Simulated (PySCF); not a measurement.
## Calculated data, B2FH4Si

Calculation on a computer-drawn molecule: the log of a Hartree-Fock and frozen-core CCSD(T) single point meant for a local Hartree-Fock minimum, with one planted fault or none, to be diagnosed. Offsets are logged minus clean, where the clean run is the same molecule without the fault. The reference is restricted for singlets and unrestricted otherwise, and also for a bond in bohr or an excited solution. Adding or removing an electron swaps singlet and doublet. The excited solution moves the top pair (singlet) or top alpha electron (doublet) to the lowest empty orbital. Highest occupied and lowest empty are orbital energies over both spins, largest force is the largest gradient component, triples share is (T) over the correlation energy, the T1 limit is 0.02 restricted and 0.045 unrestricted, electrons count all cores, a negative frequency is imaginary (commonest isotopes), and the dipole is about the centre of nuclear charge. Program: PySCF 2.14.0.

Common to all runs: meant charge 0; meant multiplicity 2; meant basis cc-pV(D+d)Z; logged electrons 37; logged SCF converged yes; logged CC converged yes; logged SCF stable within its kind yes; possible faults no fault, one electron removed, one electron added, multiplicity raised by two, geometry at a saddle point, SCF held on an excited solution, minimal basis STO-3G, one bond length entered in bohr, all coordinates scaled.

```json
{"entry": 1, "formula": "B2FH4Si", "logged_structure": {"atoms_angstrom": [["B", -0.4391, 2.3174, 0.3687], ["Si", 0.5716, 0.8389, 1.2162], ["B", 2.0424, -0.211, 0.3213], ["F", 2.3858, 0.088, -0.93], ["H", -0.1839, 2.6411, -0.756], ["H", -1.3045, 2.8967, 0.9609], ["H", 0.268, 0.4304, 2.6061], ["H", 2.6415, -1.1057, 0.8517]]}, "given": {"logged_basis_functions": 85, "logged_spin_squared": 3.7729, "logged_highest_occupied [eV]": -6.5412, "logged_lowest_empty [eV]": -2.3046, "logged_largest_force [hartree/bohr]": 0.052059, "logged_T1_diagnostic": 0.039078, "logged_D1_diagnostic": 0.21504, "logged_triples_share": 0.030415, "logged_dipole_magnitude [debye]": 2.4663, "logged_energy_HF [hartree]": -439.90634, "logged_energy_CCSD(T) [hartree]": -440.40315, "drawn_bonds_atom": [1, 2, 3, 1, 1, 2, 3], "drawn_bonds_other_atom": [2, 3, 4, 5, 6, 7, 8], "drawn_bonds_order": [1, 1, 1, 1, 1, 1, 1]}, "results": {"planted_fault": "multiplicity raised by two", "HF_energy_offset_from_clean_run [kcal/mol]": 95.19, "CCSD(T)_energy_offset_from_clean_run [kcal/mol]": 92.05}}
{"entry": 2, "formula": "B2FH4Si", "logged_structure": {"atoms_angstrom": [["B", -0.4391, 2.3174, 0.3687], ["Si", 0.5716, 0.8389, 1.2162], ["B", 2.0424, -0.211, 0.3213], ["F", 2.3858, 0.088, -0.93], ["H", -0.1839, 2.6411, -0.756], ["H", -1.3045, 2.8967, 0.9609], ["H", 0.268, 0.4304, 2.6061], ["H", 2.6415, -1.1057, 0.8517]]}, "given": {"logged_basis_functions": 28, "logged_spin_squared": 0.7608, "logged_highest_occupied [eV]": -5.54, "logged_lowest_empty [eV]": 4.8832, "logged_largest_force [hartree/bohr]": 0.03088, "logged_T1_diagnostic": 0.02265, "logged_D1_diagnostic": 0.097566, "logged_triples_share": 0.034882, "logged_dipole_magnitude [debye]": 0.5163, "logged_energy_HF [hartree]": -434.68525, "logged_energy_CCSD(T) [hartree]": -434.85865, "drawn_bonds_atom": [1, 2, 3, 1, 1, 2, 3], "drawn_bonds_other_atom": [2, 3, 4, 5, 6, 7, 8], "drawn_bonds_order": [1, 1, 1, 1, 1, 1, 1]}, "results": {"planted_fault": "minimal basis STO-3G", "HF_energy_offset_from_clean_run [kcal/mol]": 3371, "CCSD(T)_energy_offset_from_clean_run [kcal/mol]": 3571}}
```
